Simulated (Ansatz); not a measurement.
`B[SiH2]OC[SiH3]` and `O[SiH2]OC[SiH3]` differ in one atom or group.

Ansatz, PBE0-D4/def2-TZVP geometries, multiplicity 1. Each molecule was computed in one conformer, which needn't be the lowest.

```json
{"property": "size of the dipole moment (PBE/def2-TZVPP) / D", "`B[SiH2]OC[SiH3]`": "1.13"}
{"property": "size of the dipole moment (ωB97M-V/def2-TZVPP) / D", "`B[SiH2]OC[SiH3]`": "1.24"}
{"property": "HOMO–LUMO gap (B3LYP/def2-TZVPP) / eV", "`B[SiH2]OC[SiH3]`": "4.89"}
{"property": "HOMO energy (ωB97M-V/def2-TZVPP) / eV", "`B[SiH2]OC[SiH3]`": "-10.04"}
{"property": "HOMO energy (PBE/def2-TZVPP) / eV", "`B[SiH2]OC[SiH3]`": "-6.44"}
{"property": "HOMO–LUMO gap (PBE/def2-TZVPP) / eV", "`B[SiH2]OC[SiH3]`": "2.91"}
```

Problem. What does the change do to each property? (An estimate is asked.)

Solution. Ansatz gave: 
```
                                          property  `O[SiH2]OC[SiH3]`  shift
    size of the dipole moment (PBE/def2-TZVPP) / D               1.96   0.83
size of the dipole moment (ωB97M-V/def2-TZVPP) / D               2.05   0.81
             HOMO–LUMO gap (B3LYP/def2-TZVPP) / eV               7.60   2.71
             HOMO energy (ωB97M-V/def2-TZVPP) / eV             -10.07  -0.03
                 HOMO energy (PBE/def2-TZVPP) / eV              -6.36   0.08
               HOMO–LUMO gap (PBE/def2-TZVPP) / eV               5.82   2.91
```

Dipoles are sizes alone; their direction can turn.

B3LYP here is the variant with VWN-RPA as its local correlation; programs differ in this.
